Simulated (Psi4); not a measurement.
Job for Psi4: SAPT0/jun-cc-pV(D+d)Z on C2H4N2 (a complex).

```
memory 2025 MB

molecule dimer {
0 1
C    -0.14217367    0.73372972   -0.10529668
C     0.30826340   -0.51102443   -0.14968332
H     0.36212425    1.54138089   -0.62195466
H    -1.03482625    0.99602204    0.44960516
H    -0.19744383   -1.31709268    0.36769379
H     1.20052187   -0.77484138   -0.70456579
--
0 1
N     0.15794686   -0.12083626    3.87783007
N    -0.65373836   -0.54853824    3.28796296
units angstrom
symmetry c1
no_reorient
no_com
}

set {
  basis jun-cc-pV(D+d)Z
  scf_type df
  freeze_core true
}

energy('sapt0')
```

The log:

```
[...]
==> Input File <==

--------------------------------------------------------------------------
memory 2025 MB

molecule dimer {
0 1
C    -0.14217367    0.73372972   -0.10529668
C     0.30826340   -0.51102443   -0.14968332
H     0.36212425    1.54138089   -0.62195466
H    -1.03482625    0.99602204    0.44960516
H    -0.19744383   -1.31709268    0.36769379
H     1.20052187   -0.77484138   -0.70456579
--
0 1
N     0.15794686   -0.12083626    3.87783007
N    -0.65373836   -0.54853824    3.28796296
units angstrom
symmetry c1
no_reorient
no_com
}

set {
  basis jun-cc-pV(D+d)Z
  scf_type df
  freeze_core true
}

energy('sapt0')
--------------------------------------------------------------------------


   => Loading Basis Set <=

    Name: JUN-CC-PV(D+D)Z
    Role: ORBITAL
    Keyword: BASIS
    atoms 1-2 entry C          line   188 file jun-cc-pv_dpd_z.gbs
    atoms 3-6 entry H          line    60 file jun-cc-pv_dpd_z.gbs
    atoms 7-8 entry N          line   222 file jun-cc-pv_dpd_z.gbs

   => Loading Basis Set <=

    Name: JUN-CC-PV(D+D)Z
    Role: ORBITAL
    Keyword: BASIS
    atoms 1-2 entry C          line   188 file jun-cc-pv_dpd_z.gbs
    atoms 3-6 entry H          line    60 file jun-cc-pv_dpd_z.gbs
    atoms 7-8 entry N          line   222 file jun-cc-pv_dpd_z.gbs


  //>>>>>>>>>>>>>>>>>>>>>>>>>>>>>>>>>>>//
  //              Dimer HF             //
  //<<<<<<<<<<<<<<<<<<<<<<<<<<<<<<<<<<<//

   => Libint2 <=

    Primary   basis highest AM E, G, H:  7, 6, 3
    Auxiliary basis highest AM E, G, H:  7, 7, 4
    Onebody   basis highest AM E, G, H:  -, -, -
    Solid Harmonics ordering:            Gaussian


   => Loading Basis Set <=

    Name: JUN-CC-PV(D+D)Z
    Role: ORBITAL
    Keyword: BASIS
    atoms 1-2 entry C          line   188 file jun-cc-pv_dpd_z.gbs
    atoms 3-6 entry H          line    60 file jun-cc-pv_dpd_z.gbs
    atoms 7-8 entry N          line   222 file jun-cc-pv_dpd_z.gbs


         ---------------------------------------------------------
                                   SCF
               by Justin Turney, Rob Parrish, Andy Simmonett
                          and Daniel G. A. Smith
                              RHF Reference
                        1 Threads,   1931 MiB Core
         ---------------------------------------------------------

  ==> Geometry <==

    Molecular point group: c1
    Full point group: C1

    Geometry (in Angstrom), charge = 0, multiplicity = 1:

       Center              X                  Y                   Z               Mass
    ------------   -----------------  -----------------  -----------------  -----------------
         C           -0.142173670000     0.733729720000    -0.105296680000    12.000000000000
         C            0.308263400000    -0.511024430000    -0.149683320000    12.000000000000
         H            0.362124250000     1.541380890000    -0.621954660000     1.007825032230
         H           -1.034826250000     0.996022040000     0.449605160000     1.007825032230
         H           -0.197443830000    -1.317092680000     0.367693790000     1.007825032230
         H            1.200521870000    -0.774841380000    -0.704565790000     1.007825032230
         N            0.157946860000    -0.120836260000     3.877830070000    14.003074004430
         N           -0.653738360000    -0.548538240000     3.287962960000    14.003074004430

  Running in c1 symmetry.

  Rotational constants: A =      0.65755  B =      0.04476  C =      0.04376 [cm^-1]
  Rotational constants: A =  19712.96619  B =   1341.76210  C =   1311.84274 [MHz]
  Nuclear repulsion =   88.008596570038748

  Charge       = 0
  Multiplicity = 1
  Electrons    = 30
  Nalpha       = 15
  Nbeta        = 15

  ==> Algorithm <==

  SCF Algorithm Type is DF.
  DIIS enabled.
  MOM disabled.
  Fractional occupation disabled.
  Guess Type is SAD.
  Energy threshold   = 1.00e-08
  Density threshold  = 1.00e-08
  Integral threshold = 1.00e-12

  ==> Primary Basis <==

  Basis Set: JUN-CC-PV(D+D)Z
    Blend: JUN-CC-PV(D+D)Z
    Number of shells: 44
    Number of basis functions: 92
    Number of Cartesian functions: 96
    Spherical Harmonics?: true
    Max angular momentum: 2

   => Loading Basis Set <=

    Name: (JUN-CC-PV(D+D)Z AUX)
    Role: JKFIT
    Keyword: DF_BASIS_SCF
    atoms 1-2 entry C          line   146 file jun-cc-pvdz-jkfit.gbs
    atoms 3-6 entry H          line    70 file jun-cc-pvdz-jkfit.gbs
    atoms 7-8 entry N          line   202 file jun-cc-pvdz-jkfit.gbs

  ==> Integral Setup <==

  DFHelper Memory: AOs need 0.028 GiB; user supplied 1.414 GiB.
  SCF_SUBTYPE=INCORE selected. In-core MEM_DF algorithm will be used.
  Using in-core AOs.

  ==> MemDFJK: Density-Fitted J/K Matrices <==

    J tasked:                   Yes
    K tasked:                   Yes
    wK tasked:                   No
    OpenMP threads:               1
    Algorithm:                 Core
    Schwarz Cutoff:           1E-12
    Mask sparsity (%):       1.0397
    Fitting C
[...]
 5.591471    91A     18.130360
      92A     18.634896

    Final Occupation by Irrep:
              A
    DOCC [     7 ]
    NA   [     7 ]
    NB   [     7 ]

  @DF-RHF Final Energy:  -108.95952094586410

   => Energetics <=

    Nuclear Repulsion Energy =             23.7726476484576992
    One-Electron Energy =                -194.4086039439565639
    Two-Electron Energy =                  61.6764353496347582
    Total Energy =                       -108.9595209458640994

Computation Completed


Properties will be evaluated at   0.000000,   0.000000,   0.000000 [a0]

Properties computed using the SCF density matrix


 Multipole Moments:

 ------------------------------------------------------------------------------------
     Multipole            Electronic (a.u.)      Nuclear  (a.u.)        Total (a.u.)
 ------------------------------------------------------------------------------------

 L = 1.  Multiply by 2.5417464519 to convert [e a0] to [Debye]
 Dipole X            :          6.5571463           -6.5583711           -0.0012248
 Dipole Y            :          8.8534863           -8.8545414           -0.0010551
 Dipole Z            :        -94.7869808           94.7897041            0.0027233
 Magnitude           :                                                    0.0031669

 ------------------------------------------------------------------------------------

  Constructing Basis Sets for SAPT...

   => Loading Basis Set <=

    Name: (JUN-CC-PV(D+D)Z AUX)
    Role: RIFIT
    Keyword: DF_BASIS_SAPT
    atoms 1-2 entry C          line   100 file jun-cc-pvdz-ri.gbs
    atoms 3-6 entry H          line    30 file jun-cc-pvdz-ri.gbs
    atoms 7-8 entry N          line   144 file jun-cc-pvdz-ri.gbs

   => Loading Basis Set <=

    Name: (JUN-CC-PV(D+D)Z AUX)
    Role: JKFIT
    Keyword: DF_BASIS_ELST
    atoms 1-2 entry C          line   146 file jun-cc-pvdz-jkfit.gbs
    atoms 3-6 entry H          line    70 file jun-cc-pvdz-jkfit.gbs
    atoms 7-8 entry N          line   202 file jun-cc-pvdz-jkfit.gbs


  //>>>>>>>>>>>>>>>>>>>>>>>>>>>>>>>>>>>//
  //               SAPT0               //
  //<<<<<<<<<<<<<<<<<<<<<<<<<<<<<<<<<<<//



        SAPT0
    Ed Hohenstein
     6 June 2009

      Orbital Information
  --------------------------
    NSO        =        92
    NMO        =        92
    NRI        =       316
    NRI (Elst) =       408
    NOCC A     =         8
    NOCC B     =         7
    FOCC A     =         2
    FOCC B     =         2
    NVIR A     =        84
    NVIR B     =        85

    Elst10,r            =    -0.000801908098 [Eh]
    Exch10              =     0.001718368111 [Eh]
    Exch10 (S^2)        =     0.001715698364 [Eh]

    Maxiter = 50
    CPHF R converge = 1.000000E-08

    Iter     Energy [mEh]          dE [mEh]         Residual      Time [s]
       1      -0.41612745       0.416127446     2.419311e-03             0
       2      -0.51152791       0.095400469     3.831387e-04             0
       3      -0.50889999      -0.002627928     1.304506e-04             0
       4      -0.50845784      -0.000442146     3.221765e-05             0
       5      -0.50862302       0.000165176     8.878159e-06             0
       6      -0.50864003       0.000017009     2.335244e-06             0
       7      -0.50863472      -0.000005309     6.459915e-07             0
       8      -0.50863230      -0.000002421     1.743146e-07             0
       9      -0.50863317       0.000000873     3.487774e-08             0
      10      -0.50863305      -0.000000114     5.019513e-09             0

    CHF Iterations converged

    Maxiter = 50
    CPHF R converge = 1.000000E-08

    Iter     Energy [mEh]          dE [mEh]         Residual      Time [s]
       1      -0.05946380       0.059463799     1.478442e-03             0
       2      -0.06422239       0.004758588     6.090201e-04             0
       3      -0.06887470       0.004652315     1.087705e-04             0
       4      -0.06894213       0.000067430     3.237851e-05             0
       5      -0.06881777      -0.000124364     8.613474e-06             0
       6      -0.06884249       0.000024719     3.439684e-06             0
       7      -0.06884357       0.000001079     1.201509e-06             0
       8      -0.06884056      -0.000003006     4.348165e-07             0
       9      -0.06884160       0.000001045     1.214953e-07             0
      10      -0.06884144      -0.000000165     2.659568e-08             0
      11      -0.06884146       0.000000018     3.712064e-09             0

    CHF Iterations converged

    Ind20,r (A<-B)      =    -0.000508633055 [Eh]
    Ind20,r (B<-A)      =    -0.000068841458 [Eh]
    Ind20,r             =    -0.000577474512 [Eh]
    Exch-Ind20,r (A<-B) =     0.000510974769 [Eh]
    Exch-Ind20,r (B<-A) =     0.000050937696 [Eh]
    Exch-Ind20,r        =     0.000561912465 [Eh]
    Disp20              =    -0.001310243247 [Eh]
    Disp20 (SS)         =    -0.000655121624 [Eh]
    Disp20 (OS)         =    -0.000655121624 [Eh]
    Exch-Disp20         =     0.000124768013 [Eh]
    Exch-Disp20 (SS)    =     0.000069336784 [Eh]
    Exch-Disp20 (OS)    =     0.000055431230 [Eh]

    SAPT Results
  --------------------------------------------------------------------------------------------------------
    Electrostatics                 -0.80190810 [mEh]      -0.50320493 [kcal/mol]      -2.10540942 [kJ/mol]
      Elst10,r                     -0.80190810 [mEh]      -0.50320493 [kcal/mol]      -2.10540942 [kJ/mol]

    Exchange                        1.71836811 [mEh]       1.07829227 [kcal/mol]       4.51157485 [kJ/mol]
      Exch10                        1.71836811 [mEh]       1.07829227 [kcal/mol]       4.51157485 [kJ/mol]
      Exch10(S^2)                   1.71569836 [mEh]       1.07661698 [kcal/mol]       4.50456543 [kJ/mol]

    Induction                      -0.11699879 [mEh]      -0.07341785 [kcal/mol]      -0.30718029 [kJ/mol]
      Ind20,r                      -0.57747451 [mEh]      -0.36237073 [kcal/mol]      -1.51615912 [kJ/mol]
      Exch-Ind20,r                  0.56191246 [mEh]       0.35260540 [kcal/mol]       1.47530097 [kJ/mol]
      delta HF,r (2)               -0.10143675 [mEh]      -0.06365252 [kcal/mol]      -0.26632214 [kJ/mol]

    Dispersion                     -1.18547523 [mEh]      -0.74389694 [kcal/mol]      -3.11246480 [kJ/mol]
      Disp20                       -1.31024325 [mEh]      -0.82219005 [kcal/mol]      -3.44004317 [kJ/mol]
      Exch-Disp20                   0.12476801 [mEh]       0.07829311 [kcal/mol]       0.32757837 [kJ/mol]
      Disp20 (SS)                  -0.65512162 [mEh]      -0.41109503 [kcal/mol]      -1.72002159 [kJ/mol]
      Disp20 (OS)                  -0.65512162 [mEh]      -0.41109503 [kcal/mol]      -1.72002159 [kJ/mol]
      Exch-Disp20 (SS)              0.06933678 [mEh]       0.04350949 [kcal/mol]       0.18204370 [kJ/mol]
      Exch-Disp20 (OS)              0.05543123 [mEh]       0.03478362 [kcal/mol]       0.14553467 [kJ/mol]

  Total HF                          0.79946122 [mEh]       0.50166949 [kcal/mol]       2.09898514 [kJ/mol]
  Total SAPT0                      -0.38601401 [mEh]      -0.24222745 [kcal/mol]      -1.01347966 [kJ/mol]

  Special recipe for scaled SAPT0 (see Manual):
    Electrostatics sSAPT0          -0.80190810 [mEh]      -0.50320493 [kcal/mol]      -2.10540942 [kJ/mol]
    Exchange sSAPT0                 1.71836811 [mEh]       1.07829227 [kcal/mol]       4.51157485 [kJ/mol]
    Induction sSAPT0               -0.11437158 [mEh]      -0.07176925 [kcal/mol]      -0.30028255 [kJ/mol]
    Dispersion sSAPT0              -1.18489188 [mEh]      -0.74353088 [kcal/mol]      -3.11093321 [kJ/mol]
  Total sSAPT0                     -0.38280345 [mEh]      -0.24021279 [kcal/mol]      -1.00505033 [kJ/mol]
  --------------------------------------------------------------------------------------------------------



*** Psi4 exiting successfully. Buy a developer a beer!
```

The run finished.

Cost: very roughly 6 core-seconds.
